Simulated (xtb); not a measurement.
C2H10OSi3, SMILES O[Si@@H]1C[C@H]([SiH3])[SiH2]1. All values are semi-empirical tight-binding results from xtb (GFN2-xTB unless named), good for trends rather than for accurate numbers. The structure is a stationary point at GFN2-xTB. The structure was generated by enumeration; whether it is a known compound was not checked. The values are those of a single conformer.

```json
{
  "orbital_gap": "3.92 eV",
  "dipole_moment": "0.87 D",
  "zero_point_energy": "66.3 kcal/mol",
  "G − E(el) at 298.15 K (modified RRHO)": "44.6 kcal/mol",
  "static polarisability (D4 model)": "110.5 bohr³",
  "solvation energy, GFN2-xTB/ALPB(water)": "-3.7 kcal/mol",
  "solvation energy, GFN2-xTB/ALPB(thf)": "-8.5 kcal/mol"
}
```
